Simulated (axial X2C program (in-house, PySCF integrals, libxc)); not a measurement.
## Potential curves of SnF⁻, two-component

All values were computed with an in-house all-electron X2C program for linear molecules (integrals from PySCF). Two-component (2c) means X2C with spin–orbit coupling and atomic mean-field two-electron Coulomb and Gaunt terms. Basis: Sn dyall-acv3z [12s13p10d5f1g], F dyall-av3z [7s6p3d2f] (cores contracted in-house); Gaussian nuclei, density fitting, unrestricted open shells. Masses: Sn 119.902 u, F 18.998 u.

State: Ω = 1 (⟨Sz⟩ = 1.00, ⟨Lz⟩ = 0.00 at HF). Energies in eV from the lowest point of each curve. Fits are polynomials in 1 − R0/R over 0.85 to 1.23 times the lowest point R0.

```csv
R (Å),HF,MP2,CCSD
1.7757,0.6127,0.7804,
1.8573,0.2181,0.3252,0.2964
1.9185,0.0667,0.1337,0.1152
1.9798,0.0021,0.0333,0.0245
2.0410,0.0000,0.0000,0.0000
2.1124,0.0525,0.0215,0.0307
2.1839,0.1443,0.0880,0.1053
2.2757,0.2964,0.2152,0.2419
2.3880,0.5065,0.4060,
2.5513,0.8169,0.7059,
```

Correlated methods: 12 electrons correlated (number of frozen shells: Sn 4 s, 3 p, 2 d; F 1 s), 288 virtual spin orbitals or spinors in MP2, 90 natural virtuals in coupled cluster.

The state is one determinant whose occupation by symmetry is held fixed; it was picked as the lowest of a PBE0 search that is not exhaustive. CCSD ran in a truncated set of natural virtual spinors with an MP2 remainder; without triples it tends to underbind. Other states lie close and PBE0, whose exact exchange favours high spin, may order them wrongly; the determinant shown need not be the ground state. The nearest other 2c determinant of the search, Ω = 0, lies 0.41 eV up at the distance of the search. With several unpaired electrons one determinant need not be a pure state. Open-shell Ω = 0 determinants with evenly filled partner blocks cannot be reached by this program, so the Ω shown need not be the lowest component. This is the Ω = 1 component of a π² triplet; the 0⁺ component is not one determinant and can lie lowest. With the outer-core shells frozen, correlated bond lengths of heavy atoms tend to come out a few hundredths of an ångström too long. Coupled cluster ran on the points near the minimum only. MP2 and coupled cluster on one determinant become unreliable at the stretched end.

Task: What are Re and ωe at the HF level?

Result: At HF, 2c: Re = 2.012 Å, ωe ≈ 479 cm⁻¹; Be follows as 0.254 cm⁻¹.

Task: What are Re and ωe at the MP2 level?

Result: At MP2, 2c: Re = 2.049 Å, ωe ≈ 452 cm⁻¹; Be follows as 0.245 cm⁻¹.

Task: Fit the CCSD curve near its minimum: give the equilibrium distance and the harmonic wavenumber.

Result: At CCSD, 2c: Re = 2.038 Å, ωe ≈ 461 cm⁻¹; Be follows as 0.247 cm⁻¹.
